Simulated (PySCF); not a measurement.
# Name the molecule from its bond curve

A diatomic of charge 0 contains Sr. Its singlet curve at PBE0 in a double-zeta basis (scalar-relativistic core potentials, PySCF), in eV from the separated fragments:

```csv
R (Å),E (eV)
2.122,-2.368
2.220,-3.037
2.319,-3.406
2.393,-3.536
2.467,-3.569
2.541,-3.528
2.640,-3.388
2.763,-3.123
2.911,-2.731
3.108,-2.170
```

The fit gives ωe = 401 cm⁻¹ and the rotational constant Bₑ = 0.1188 cm⁻¹.

**Question.** Which atom is the partner?

**Answer.** The minimum lies at 2.460 Å, so the reduced mass is 16.8576 u Å² cm⁻¹/(Bₑ·Re²) = 23.45 u. With Sr at 87.91 u the partner weighs about 32.0 u: S. The molecule is SrS.
